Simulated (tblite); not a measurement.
Problem. Write Cartesian coordinates for `[CH2+][C](C)[C@@H]1CC=NC1` [radical] as optimised with GFN2-xTB. (Charge +1 and doublet state.)

Solution. 
```
atom  x, y, z in Å
C1     1.205    1.240   -0.801
C2     1.084    0.123   -0.041
C3     2.257   -0.497    0.613
C4    -0.241   -0.503    0.201
C5    -1.154   -0.626   -1.049
C6    -2.450   -0.045   -0.565
N7    -2.362    0.449    0.577
C8    -1.106    0.394    1.196
H9     0.354    1.769   -1.199
H10    2.171    1.658   -1.027
H11    2.052   -0.720    1.661
H12    2.469   -1.459    0.138
H13    3.142    0.127    0.543
H14   -0.115   -1.481    0.667
H15   -0.792   -0.054   -1.906
H16   -1.274   -1.660   -1.374
H17   -3.364   -0.048   -1.136
H18   -0.706    1.405    1.311
H19   -1.180   -0.061    2.184
```

Orientation and origin are arbitrary. Atoms count from 1 in this order. The 2 C–N bonds span 1.248 Å (C6=N7, drawn double) to 1.401 Å (N7–C8, drawn single), a spread of 0.153 Å. C2 (carbon bonded to 3 C) is planar (angles 121.5°, 121.2° and 117.3°, sum 360.0°, 0.01 Å off the plane of its three neighbours). C1 (carbon bonded to C and 2 H) is planar (angles 122.7°, 121.1° and 116.1°, sum 360.0°, 0.01 Å off the plane of its three neighbours). Of the pairs four or more bonds apart, C1···H15 is among the closest relative to their van der Waals radii: 2.62 Å, 90 % of the sum of Bondi's values.

Bonds between heavy atoms (Å): C1–C2 1.356, C2–C3 1.480, C2–C4 1.485, C4–C5 1.552, C5–C6 1.500, C6=N7 1.248, N7–C8 1.401, C4–C8 1.594.

Computed geometry: GFN2-xTB, gas phase. This method treats the open shell by occupation alone, without spin polarisation.

Point group: C1 (no symmetry element, even within 0.4 Å). Its GFN2-xTB frequencies are all real (lowest 65 cm⁻¹). Torsions: H–C1–C2–C3 -173° and 6°, C1–C2–C4–C5 44°.

One conformer stands for the species.
